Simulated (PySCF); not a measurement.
Geometries of 2 isomers of C2H7NO2Si, from PBE0-D3(BJ)/def2-SVP geometry optimisation, gas phase in PySCF. One conformer each, no zero-point energy, no frequencies.

Problem. Which isomer lies lower at this level?
A.
```xyz
13
angstrom
N      1.697   -0.049    0.525
Si     0.507   -0.055   -0.684
O     -0.373   -1.484   -0.682
C     -1.748   -1.207   -0.832
C     -1.990    0.189   -0.241
O     -0.826    0.948   -0.481
H      2.642    0.263    0.347
H      1.540   -0.328    1.485
H      1.200    0.276   -1.953
H     -2.342   -1.979   -0.316
H     -2.025   -1.227   -1.903
H     -2.862    0.680   -0.702
H     -2.179    0.121    0.848
```
B.
```xyz
13
angstrom
C     -2.407   -0.112    1.914
O     -1.469    0.254    0.943
Si    -0.053   -0.563    0.643
N      0.605    0.395   -0.685
C      1.799    0.011   -1.201
O      2.402   -0.952   -0.775
H     -2.807   -1.129    1.746
H     -1.984   -0.075    2.936
H     -3.252    0.592    1.874
H      0.842   -0.536    1.833
H     -0.328   -1.965    0.220
H      0.129    1.206   -1.066
H      2.180    0.641   -2.038
```

Solution. A. That is `N[SiH]1OCCO1`, 23.5 kcal/mol below the other.

| SMILES | atoms numbered as above | E (Eh) | relative (kcal/mol) | relative (kJ/mol) | dipole (D) |
| --- | --- | --- | --- | --- | --- |
| N[SiH]1OCCO1 | [NH2:1][SiH:2]1[O:3][CH2:4][CH2:5][O:6]1 | -574.47699 | 0.0 | 0.0 | 1.09 |
| CO[SiH2]NC=O | [CH3:1][O:2][SiH2:3][NH:4][CH:5]=[O:6] | -574.43952 | 23.5 | 98.4 | 3.22 |

As drawn, the higher has a C=O bond and a C(=O)–N unit, which the lower lacks.
